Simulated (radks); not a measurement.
I2+, 51 electrons, occupied as [Kr] 4d10 5s2 5p3 (the NIST ground configuration). All-electron calculation, Dirac Kohn-Sham, LDA (Slater exchange, Perdew-Wang correlation), spin-unpolarised, spherical densities, finite nucleus; open shells fill j = l - 1/2 first; Fermi nuclear charge, rms radius 4.75 fm. Program: a radial shooting solver on a logarithmic mesh with Libxc functionals.

Normalised radial functions P(r) = r R(r) (large component), r in bohr:

```
   r/bohr * 4p3/2, o 4d5/2 (the largest magnitude, 1.29, reaches the edge; | marks zero, & curves that meet)
 0.001257                             &
 0.001452                             &
 0.001677                             &
 0.001937                             &
 0.002219                             &
 0.002563                             &
  0.00296                             &
 0.003418                             &
 0.003916                             &
 0.004522                             &
 0.005223                             &
 0.005984                             o*
  0.00691                             o*
 0.007981                             o*
 0.009217                             o*
  0.01056                             o*
  0.01219                             o *
  0.01408                             o *
  0.01627                             o  *
  0.01863                             o  *
  0.02152                             o   *
  0.02485                             o    *
   0.0287                             |o    *
  0.03289                             |o     *
  0.03798                             |o      *
  0.04386                             | o      *
  0.05025                             | o       *
  0.05803                             |  o      *
  0.06702                             |   o     *
   0.0774                             |    o   *
  0.08868                             |      &
   0.1024                             |    *  o
   0.1183                             |*        o
   0.1366                          *  |          o
   0.1565                     *       |            o
   0.1807                 *           |            o
   0.2087               *             |            o
   0.2391              *              |          o
   0.2762                *            |       o
   0.3189                    *        |   o
   0.3683                           *o|
    0.422                      o      |      *
   0.4874                o            |              *
   0.5629          o                  |                     *
     0.65       o                     |                         *
   0.7447     o                       |                          *
   0.8601      o                      |                        *
   0.9933        o                    |                    *
    1.147           o                 |              *
    1.314               o             |          *
    1.518                   o         |     *
    1.753                      o      |  *
    2.008                         o   | *
    2.319                           o |*
    2.679                            o*
    3.093                            o*
    3.544                             &
    4.093                             &
    4.727                             &
    5.459                             &
    6.254                             &
    7.223                             &
```

4p3/2: eigenvalue -143.96 eV, 2 radial nodes at r = 0.122, 0.378 bohr, <r> = 0.801 bohr, 90 % of the charge inside 1.17 bohr. 4d5/2: eigenvalue -69.613 eV, 1 radial node at r = 0.355 bohr, <r> = 0.924 bohr, 90 % of the charge inside 1.41 bohr.
